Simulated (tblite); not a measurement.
Species: C8H16NP.
Cartesian coordinates in Å at the GFN2-xTB level; atoms count from 1:
```xyz
26
C8H16NP angstrom
C     -2.3233    0.1254   -1.1562
C     -1.5779    0.2839    0.1664
C     -2.0229    1.5698    0.8688
C     -1.8555   -0.9228    1.0704
N     -0.1546    0.4218   -0.1256
P      0.6785   -0.7782   -1.0110
C      1.6637   -1.5797    0.3168
C      2.8291   -0.9981    0.5578
C      3.1868    0.1831   -0.2881
C      2.1868    0.2402   -1.4472
H     -3.3938    0.0539   -0.9845
H     -2.1206    0.9775   -1.7993
H     -1.9863   -0.7755   -1.6640
H     -1.7800    2.4333    0.2546
H     -1.5192    1.6743    1.8283
H     -3.0953    1.5562    1.0439
H     -1.3042   -0.8313    2.0049
H     -2.9161   -0.9997    1.2976
H     -1.5369   -1.8348    0.5675
H      0.3576    0.7340    0.6960
H      1.2850   -2.4325    0.8586
H      3.5189   -1.3135    1.3293
H      3.1390    1.0900    0.3239
H      4.2124    0.0984   -0.6557
H      2.6263   -0.2092   -2.3407
H      1.8816    1.2562   -1.6990
```

Method: GFN2-xTB as coded in tblite; computed harmonic values from a numerical Hessian at the method's own geometry, unscaled. Against measured fundamentals such values can be off by several per cent, at times by over 20. One conformer, not necessarily the lowest.

Harmonic wavenumbers (cm⁻¹): 30.9, 54.5, 74.6, 149.8, 171.6, 192.6, 221.0, 233.0, 247.0, 307.3, 329.9, 381.1, 410.4, 437.0, 464.7, 522.3, 595.7, 626.3, 681.1, 719.2, 749.4, 774.1, 801.3, 851.7, 884.7, 943.8, 945.4, 956.0, 959.8, 960.4, 993.0, 1027.5, 1032.6, 1049.3, 1105.9, 1115.9, 1161.0, 1183.3, 1236.1, 1238.7, 1244.3, 1267.4, 1296.0, 1317.9, 1394.1, 1397.5, 1418.2, 1441.5, 1474.5, 1475.4, 1484.4, 1490.0, 1493.2, 1498.8, 1507.2, 1652.9, 2924.6, 2959.4, 2967.0, 2986.7, 3012.5, 3017.7, 3020.6, 3030.1, 3032.2, 3040.0, 3042.0, 3044.9, 3046.2, 3047.4, 3079.7, 3310.3.

A = 2213, B = 696.9, C = 673.3 MHz; mass 157.102 u (most abundant isotopes); point group C1, symmetry number 1.

Problem. What is the zero-point energy?

Solution. Half the sum of the wavenumbers: 49117 cm⁻¹ = 587.57 kJ/mol.

Problem. Entropy at 400 K, 1 bar (ideal gas, RRHO, classical rotation)?

Solution. Translation 178.03, rotation 129.67, vibration 217.23: S = 524.9 J/(mol K).

Problem. And Cp and H(400 K) − H(0)?

Solution. Cp = 261.13 J/(mol K), of which vibrations give 227.88 (their classical limit is 72 R = 598.6); H(400 K) − H(0) = 58.50 kJ/mol without the zero-point energy, 45.20 from vibrations.

Problem. Which modes carry the vibrational entropy at 400 K?

Solution. 30.9 cm⁻¹: 26.58; 54.5 cm⁻¹: 21.88; 74.6 cm⁻¹: 19.28; 149.8 cm⁻¹: 13.56; 171.6 cm⁻¹: 12.46; 192.6 cm⁻¹: 11.53 J/(mol K); the other 66 give 111.95 together.

Problem. What must be added to the electronic energy to get the Gibbs energy at 400 K and 1 bar?

Solution. ZPE + [H(400 K) − H(0)] − T·S = 587.57 + 58.50 − 209.97 = 436.10 kJ/mol.

Problem. How do the functions run with temperature in this model?

Solution. 
```json
{"T (K)": "150", "S (J/(mol K))": "350.8", "Cp (J/(mol K))": "118.0", "H − H(0) (kJ/mol)": "11.22", "G − H(0) (kJ/mol)": "-41.41", "ln q(vib)": "4.11"}
{"T (K)": "250", "S (J/(mol K))": "424.0", "Cp (J/(mol K))": "174.0", "H − H(0) (kJ/mol)": "25.78", "G − H(0) (kJ/mol)": "-80.22", "ln q(vib)": "7.47"}
{"T (K)": "298.15", "S (J/(mol K))": "457.1", "Cp (J/(mol K))": "202.6", "H − H(0) (kJ/mol)": "34.84", "G − H(0) (kJ/mol)": "-101.44", "ln q(vib)": "9.09"}
{"T (K)": "600", "S (J/(mol K))": "649.2", "Cp (J/(mol K))": "352.6", "H − H(0) (kJ/mol)": "120.44", "G − H(0) (kJ/mol)": "-269.10", "ln q(vib)": "19.31"}
{"T (K)": "900", "S (J/(mol K))": "810.5", "Cp (J/(mol K))": "441.5", "H − H(0) (kJ/mol)": "240.64", "G − H(0) (kJ/mol)": "-488.80", "ln q(vib)": "29.07"}
```

q(vib) and H(0) count from the zero-point level.

Problem. Blend soft modes into free rotors: weight 1/[1 + (100 cm⁻¹/ν̃)⁴] for the oscillator and the rest for a rotor with moment μB/(μ + B), μ = h/(8π²ν), B = 10⁻⁴⁴ kg m². What vibrational entropy results?

Solution. 198.78 J/(mol K) in place of 217.23, which changes −T·S at 400 K by +7.38 kJ/mol.

Hindered rotation and anharmonicity are outside this model. Other conformers, if any are populated, would add a mixing term that is left out. The structure is chiral; the term R ln 2 for an equal mix with its mirror image is left out.

Hardware: one thread of an Arm Neoverse V1, shared host. Cost: 1.5 s of wall time. The figure is for the frequency step alone.
